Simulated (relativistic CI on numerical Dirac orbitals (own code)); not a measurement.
## What each ingredient does to the levels of I21+

Base calculation: Dirac-Coulomb-Breit CI, KLI orbitals optimised for each configuration, model QED, unscaled Slater integrals.

Configuration list (outside the closed core [Ar] 3d10): 4s2 4p2, 4s 4p3, 4s2 4p 4d, 4p4, 4s 4p2 4d, 4s2 4p 4f, 4s 4p2 4f, 4p3 4d, 4s 4p 4d2, 4s2 4d 4f, 4p3 4f, 4s2 4p 5s, 4s2 4p 5p, 4p3 5s, 4p2 4d 4f, 4s 4p 4d 5s, 4s 4p2 5s, 4s2 4p 5d, 4s 4p 4f2, 4s2 4f 5s, 4s 4p2 5p, 4s2 4p 5f, 4s2 4p 5g, 4s 4p2 5d, 4s2 4p 6s, 4s2 4p 6p, 4p2 4f 5s, 4s2 4d2, 4s 4d3, 4s 4d2 4f, 4p2 4d2, 4p 4d3, 4p 4d2 4f, 4p 4d2 5s, 4s2 4f2, 4s 4d 4f2, 4s 4f3, 4p2 4f2, 4p 4d 4f2, 4p 4f3, 4p 4f2 5s, 4s 4p 4d 4f, 4s 4d 4f 5s, 4s2 4d 5s, 4s 4d2 5s, 4p2 4d 5s, 4p 4d 4f 5s, 4p 4d 5s2, 4s 4p 4f 5s, 4s 4f2 5s, 4s 4f 5s2, 4s2 5s2, 4s 4d 5s2. Double excitations out of closed p, d and f shells are left out; levels of such configurations are missing from the list, as are those of other unlisted configurations, and high levels can miss mixing partners. These lack a partner that the ground configuration has and come out too high: 4s 4p2 5p, 4s 4p2 5d, 4s2 4p 5p, 4s2 4p 5d, 4s2 4p 5f.

The lowest level and the first level of each name with at least 55 % of one term (blank where a level has no safe partner in the second run):

| Level | Base (cm⁻¹) | Shift (cm⁻¹) |
| --- | --- | --- |
| 4s2 4p2 3P_0 | 0 | 0 |
| 4s2 4p2 3P_1 | 99193 | -592 |
| 4s2 4p2 1S_0 | 280992 | +7233 |
| 4s 4p3 5S°_2 | 469200 | -15145 |
| 4s 4p3 3D°_1 | 544056 | -7537 |
| 4s 4p3 3D°_2 | 575893 | -10927 |
| 4s 4p3 3D°_3 | 607859 | -9203 |
| 4s 4p3 3P°_0 | 649859 | -7630 |
| 4s 4p3 3P°_1 | 664327 | -6316 |
| 4s2 4p 4d 3F°_2 | 782545 | -570 |
| 4s2 4p 4d 3F°_3 | 821387 | -1187 |
| 4s2 4p 4d 3F°_4 | 907791 | -1380 |
| 4s2 4p 4d 3P°_0 | 946214 | +4419 |
| 4s2 4p 4d 3D°_3 | 954416 | +5916 |
| 4s2 4p 4d 3P°_1 | 956452 | +5577 |
| 4s2 4p 4d 1F°_3 | 1019587 | +8606 |
| 4s2 4p 4d 1P°_1 | 1035774 | +8320 |
| 4p4 3P_2 | 1064314 |  |
| 4s 4p2 4d 5F_1 | 1129359 |  |
| 4s 4p2 4d 5F_2 | 1143228 |  |
| 4p4 3P_1 | 1171469 |  |
| 4s 4p2 4d 5D_0 | 1212533 |  |

At this charge energies of transitions that change n are usually good to better than 1 %, and those within a shell (Δn = 0) to a few per cent.

Question: One thing was changed in a second run, which moved the levels as shown. Which?
A. QED terms removed
B. only the first 3 configurations
C. Breit term removed

Answer: B. Only the first 3 configurations. With fewer configurations the levels that remain lose their mixing partners.

LS names give the leading component of a level, which can be under half, so a name can repeat, a term be missing and a line seem to break the LS rules.
